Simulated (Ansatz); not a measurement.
Computed with Ansatz on PBE0-D4/def2-TZVP structures; ΔE is electronic, products minus reactants. CCSD(T)/CBS adds triple-zeta CCSD(T) − MP2 to the extrapolated MP2 energy (def2 sets, frozen cores). One conformer a species, not always the lowest.

Consider the substitution at a C–O bond: `C=C(C)OC` + `CN[SiH2]N` → `CN[SiH2]NC` + `C=C(C)O`.

`C=C(C)OC`:

Z-matrix (Å, degrees):
```
C
C 1 1.489
H 1 1.093 2 110.2
H 1 1.093 2 110.2 3 118.2
H 1 1.089 2 110.9 3 -120.9
O 2 1.352 1 110.2 3 -59.1
C 2 1.334 1 124.5 3 121.0
C 6 1.406 2 117.2 1 -180.0
H 7 1.081 2 119.2 1 0.0
H 7 1.081 2 123.3 1 180.0
H 8 1.096 6 111.2 2 -60.8
H 8 1.089 6 106.5 2 -180.0
H 8 1.095 6 111.2 2 60.8
```

`CN[SiH2]N`:

Z-matrix (Å, degrees):
```
C
N 1 1.444
H 1 1.095 2 111.3
H 1 1.093 2 109.4 3 -118.3
H 1 1.098 2 113.5 3 121.9
Si 2 1.710 1 125.5 3 142.8
H 2 1.008 1 114.0 3 -57.0
N 6 1.711 2 108.2 1 -154.0
H 6 1.494 2 103.6 1 -28.6
H 6 1.495 2 117.4 1 89.6
H 8 1.006 6 121.8 2 61.0
H 8 1.006 6 120.4 2 -147.6
```

`CN[SiH2]NC`:

Z-matrix (Å, degrees):
```
C
N 1 1.444
H 1 1.097 2 113.4
H 1 1.095 2 111.4 3 -121.9
H 1 1.092 2 109.3 3 119.7
Si 2 1.711 1 125.8 3 -97.5
H 2 1.008 1 113.9 3 64.8
N 6 1.709 2 109.2 1 -148.6
H 6 1.495 2 103.0 1 -23.9
H 6 1.494 2 117.3 1 94.7
C 8 1.445 6 125.2 2 58.3
H 8 1.007 6 117.8 2 -140.7
H 11 1.092 8 109.2 6 -23.7
H 11 1.095 8 111.5 6 -141.9
H 11 1.098 8 113.2 6 96.2
```

`C=C(C)O`:

Z-matrix (Å, degrees):
```
C
C 1 1.487
H 1 1.093 2 110.2
H 1 1.093 2 110.1 3 118.1
H 1 1.088 2 111.0 3 -121.0
O 2 1.359 1 110.9 3 -59.0
C 2 1.331 1 125.2 3 121.0
H 6 0.962 2 109.0 1 -180.0
H 7 1.085 2 121.8 1 180.0
H 7 1.080 2 120.4 1 -0.1
```

| species | CCSD(T)/CBS(def2) energy (Eh) |
| --- | --- |
| `C=C(C)OC` | -232.16858 |
| `CN[SiH2]N` | -441.39942 |
| `CN[SiH2]NC` | -480.64497 |
| `C=C(C)O` | -192.92321 |

**Question.** Work out ΔE.

**Answer.** ΔE = (-480.64497) + (-192.92321) − (-232.16858) − (-441.39942) = -0.00018 Eh = -0.5 kJ/mol.

Largest T1 diagnostic among the species: 0.012.
